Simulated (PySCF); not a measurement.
Job file and geometry (Å, from GFN2-xTB) of an NMR shielding run on `N#C[Si]1(S[SiH3])[SiH2]C[SiH2]1`, C2H9NSSi4, GIAO PBE0/pcSseg-1 NMR shielding, non-relativistic, gas phase (PySCF); density fitting, a coarse starting grid and PySCF grid level 2 are the driver's defaults:

```
$ OMP_NUM_THREADS=1 python probes_run.py task.json out

{"job": {"kind": "nmr", "xc": "PBE0", "basis": "pcSseg-1"}, "charge": 0, "multiplicity": 1}
N      1.343181     0.564446    -3.001777
C      0.890457     0.202899    -2.010593
Si     0.167104    -0.370712    -0.384101
S      1.826826    -1.431644     0.570756
Si     3.445509    -0.034109     0.585918
Si    -1.926009    -1.432665    -0.487766
C     -2.619513     0.167391     0.350889
Si    -1.083989     1.267682     0.753070
H      4.519223    -0.796868     1.196480
H      3.023457     1.102499     1.398208
H      3.713811     0.367841    -0.784900
H     -2.183607    -2.628851     0.315326
H     -2.523385    -1.650024    -1.808123
H     -3.207734    -0.054864     1.239930
H     -3.307345     0.686995    -0.315581
H     -0.894827     1.441816     2.197352
H     -1.190157     2.610196     0.175003
```

**Question.** What does the program print?

**Answer.** 
```
coarse grid: 16936 points
cycle   1  E = -1691.5927661263  dE =  5.359e-01  |g| = 5.254e-01  |ddm| = 4.021e+00
cycle   2  E = -1691.4431188751  dE =  1.496e-01  |g| = 9.478e-01  |ddm| = 1.291e+00
cycle   3  E = -1691.6569426036  dE = -2.138e-01  |g| = 2.106e-01  |ddm| = 8.407e-01
cycle   4  E = -1691.6664154374  dE = -9.473e-03  |g| = 4.754e-02  |ddm| = 1.751e-01
cycle   5  E = -1691.6669162644  dE = -5.008e-04  |g| = 1.260e-02  |ddm| = 5.507e-02
cycle   6  E = -1691.6669614859  dE = -4.522e-05  |g| = 2.576e-03  |ddm| = 1.898e-02
cycle   7  E = -1691.6669630113  dE = -1.525e-06  |g| = 7.882e-04  |ddm| = 4.399e-03
final grid: 141208 points
cycle   8  E = -1691.7120479795  dE = -1.941e-05  |g| = 5.525e-03  |ddm| = 2.310e-02
cycle   9  E = -1691.7120418909  dE =  6.089e-06  |g| = 7.100e-03  |ddm| = 1.370e-02
cycle  10  E = -1691.7120547831  dE = -1.289e-05  |g| = 1.435e-03  |ddm| = 8.675e-03
cycle  11  E = -1691.7120551739  dE = -3.908e-07  |g| = 5.606e-04  |ddm| = 1.162e-03
cycle  12  E = -1691.7120552462  dE = -7.235e-08  |g| = 9.324e-05  |ddm| = 5.816e-04
cycle  13  E = -1691.7120552485  dE = -2.262e-09  |g| = 2.365e-05  |ddm| = 1.305e-04
cycle  14  E = -1691.7120552487  dE = -1.573e-10  |g| = 6.971e-06  |ddm| = 4.621e-05
converged SCF energy = -1691.7120552487

GIAO shielding tensors (ppm)
atom      isotropic    diamagn.    paramagn.     s11        s22        s33       span
  0 N     -107.830     338.734    -446.564   -299.554   -277.376    253.439    552.994
  1 C       64.380     265.114    -200.734    -52.459    -45.266    290.864    343.324
  2 Si     359.921     880.290    -520.369    275.378    389.608    414.777    139.398
  3 S      784.854    1060.221    -275.368    734.120    769.141    851.300    117.180
  4 Si     408.084     879.675    -471.591    374.935    397.461    451.855     76.920
  5 Si     387.373     879.837    -492.464    333.505    368.094    460.520    127.016
  6 C      196.865     258.263     -61.398    181.821    199.282    209.491     27.670
  7 Si     388.281     880.887    -492.606    337.961    366.012    460.870    122.909
  8 H       27.066      28.348      -1.282     22.986     24.601     33.610     10.624
  9 H       27.186      29.518      -2.332     23.005     25.787     32.765      9.761
 10 H       26.790      29.048      -2.258     22.528     25.994     31.847      9.319
 11 H       26.791      28.908      -2.117     23.544     24.991     31.836      8.292
 12 H       26.726      28.819      -2.093     23.453     24.764     31.960      8.507
 13 H       30.962      29.305       1.657     25.867     27.577     39.441     13.574
 14 H       30.874      29.662       1.212     26.040     27.873     38.709     12.669
 15 H       26.941      29.938      -2.996     23.577     25.605     31.642      8.065
 16 H       26.826      30.004      -3.179     23.456     25.189     31.833      8.377
```

**Question.** Turn these shieldings into chemical shifts. References, each an isolated molecule treated in the same way: 15N (267.73 ppm) vs NH3; 13C (186.93 ppm), 29Si (349.16 ppm), 1H (31.72 ppm) vs TMS; CS2 for 33S (503.73 ppm).

**Answer.** Averaging equivalent atoms: N 0: 375.6; C 1: 122.5; C 6: -9.9; Si 2: -10.8; Si 5/7: -38.7; Si 4: -58.9; S 3: -281; H 12/16: 4.94; H 11/15: 4.85; H 8/9/10: 4.70; H 14: 0.84; H 13: 0.76 ppm. Experimental scales use liquid or dissolved standards, which lie at an offset from isolated NH3 (liquid NH3: subtract about 20 ppm). Unscaled 15N shifts of sp2 nitrogen come out 20 to 40 ppm too high even then.

Size and cost of the density-fitted run: 216 basis functions, 39 s wall time on 1 thread of an Arm Neoverse V2, shared host; peak memory 1.1 GiB.
